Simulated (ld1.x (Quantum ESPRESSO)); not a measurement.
## Configuration tests for Se (PAW)

```
Element                 : Se
Generator               : ld1.x (Quantum ESPRESSO) 7.5
Type                    : PAW
Functional              : PBE
Relativity              : scalar-relativistic
Frozen core             : [Ar]
Valence charge          : 16
Reference configuration : 3d10 4s2 4p3 (charge +1)
Partial waves           : 4s (bound): rcut 1.25, rcutus 1.65 bohr; 4s channel at -1.5 Ry: rcut 1.25, rcutus 1.65 bohr; 4p (bound): rcut 1.30, rcutus 1.40 bohr; 4p channel at -0.5 Ry: rcut 1.30, rcutus 1.40 bohr; 3d (bound): rcut 1.05, rcutus 1.35 bohr; 3d channel at -4.3 Ry: rcut 1.05, rcutus 1.35 bohr
Local potential         : all-electron potential smoothed inside 1.35 bohr (lloc = -2)
Core correction         : a·sin(br)/r model core inside 1.05 bohr
Augmentation charge     : PSQ, radius 1.05 bohr
```

Energies are relative to the spin-unpolarised reference configuration 3d10 4s2 4p3; without spin polarisation the order of configurations can differ from experiment. The frozen-core shift is the all-electron ΔE with the core orbitals held at their reference shape minus the fully relaxed ΔE.

| valence configuration | charge | ΔE all-electron (eV) | error AE − PS (meV) | frozen-core shift (meV) |
| --- | --- | --- | --- | --- |
| 3d10 4s2 4p4 | 0 | -10.845 | +1.8 | -1.0 |
| 3d10 4s2 4p1 | +3 | 51.216 | -9.9 | +8.2 |
| 3d10 4s2 4p0 | +4 | 93.400 | -23 | +21 |
| 3d10 4s2 4p3.5 | +0.5 | -6.535 | +1.0 | -0.6 |
| 3d10 4s0 4p6 | 0 | 11.119 | -0.9 | +0.5 |

(1) What are ΔE and the potential's error for 3d9 4s2 4p4?

(2) What are ΔE and the potential's error for 3d10 4s2 4p2?

Levels in the configuration 3d10 4s2 4p1:

| level | all-electron (eV) | pseudo (eV) |
| --- | --- | --- |
| 3d | -89.442 | -89.499 |
| 4s | -49.321 | -49.326 |
| 4p | -36.414 | -36.417 |

## Answers

(1) ΔE = 53.246 eV all-electron; the error (AE − PS) is -505 meV.

(2) ΔE = 20.348 eV all-electron; the error (AE − PS) is -3.4 meV.

A variational frozen-core shift is positive and of second order in the change. This column holds negative values, so the frozen-core run of ld1.x carries numerical noise or an error of first order here, and the column gives no more than the rough size of the effect.
